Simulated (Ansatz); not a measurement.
CH3F2InSe (`C[Se][In]([F])[F]`), charge 0, multiplicity 1.

Task: Give a relaxed structure at PBE0-D4/def2-TZVP (Ansatz 0.2.0). (An estimate is asked.)

Result: Computed: 
```xyz
8

C    -1.271   -0.118   -0.852
Se   -0.117    1.437   -0.518
In    1.503    0.321    0.951
F     1.296   -1.561    1.388
F     3.070    1.054    1.814
H    -1.707   -0.479    0.075
H    -2.056    0.253   -1.509
H    -0.717   -0.908   -1.350
```
Point group Cs.
